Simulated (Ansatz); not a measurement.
The inner images of a band of BF$_{2}$H$_{3}$Si (7 atoms, charge 0, multiplicity 1) are given out of order.

Method: RKS PBE0-D4/6-31G* in Ansatz 0.2.0.

Image 0:

```xyz
7
Properties=species:S:1:pos:R:3
B -0.754 0.942 -0.082
Si 0.512 -0.621 0.039
F 0.606 -1.187 1.539
F 0.025 -1.847 -0.878
H -1.344 1.180 -1.096
H -0.873 1.710 0.828
H 1.888 -0.245 -0.395
```

Image 6:

```xyz
7
Properties=species:S:1:pos:R:3
B -0.321 0.927 -0.183
Si -0.040 -0.906 0.248
F 0.739 -1.425 1.539
F 0.168 -2.077 -0.814
H -0.934 1.077 -1.199
H -0.455 1.612 0.788
H 0.904 0.723 -0.423
```

**Question.** Put them in order from the first end to the last, with their energies above the first end.
A.
```xyz
7
Properties=species:S:1:pos:R:3
B -0.481 0.893 -0.137
Si 0.042 -0.854 0.216
F 0.764 -1.371 1.539
F 0.197 -2.025 -0.851
H -0.931 1.129 -1.218
H -0.461 1.671 0.768
H 0.931 0.489 -0.362
```
B.
```xyz
7
Properties=species:S:1:pos:R:3
B -0.769 0.895 -0.070
Si 0.355 -0.704 0.101
F 0.674 -1.313 1.549
F 0.110 -1.966 -0.857
H -1.150 1.201 -1.161
H -0.691 1.729 0.784
H 1.532 0.089 -0.392
```
C.
```xyz
7
Properties=species:S:1:pos:R:3
B -0.748 0.879 -0.073
Si 0.271 -0.741 0.132
F 0.713 -1.339 1.549
F 0.152 -1.997 -0.851
H -1.054 1.180 -1.189
H -0.596 1.714 0.770
H 1.323 0.236 -0.383
```
D.
```xyz
7
Properties=species:S:1:pos:R:3
B -0.764 0.918 -0.073
Si 0.436 -0.665 0.071
F 0.644 -1.265 1.545
F 0.063 -1.916 -0.863
H -1.251 1.200 -1.129
H -0.788 1.732 0.803
H 1.722 -0.072 -0.400
```
E.
```xyz
7
Properties=species:S:1:pos:R:3
B -0.667 0.878 -0.092
Si 0.170 -0.789 0.167
F 0.741 -1.357 1.546
F 0.181 -2.015 -0.853
H -0.968 1.157 -1.214
H -0.508 1.695 0.765
H 1.112 0.362 -0.365
```

**Answer.** D (+1.1 kcal/mol), B (+4.0 kcal/mol), C (+7.5 kcal/mol), E (+9.7 kcal/mol), A (+5.0 kcal/mol).

Run time: 79 s on 1 thread of Intel(R) Xeon(R) 6975P-C (Granite Rapids), with other jobs on the host, peak memory 0.25 GiB.
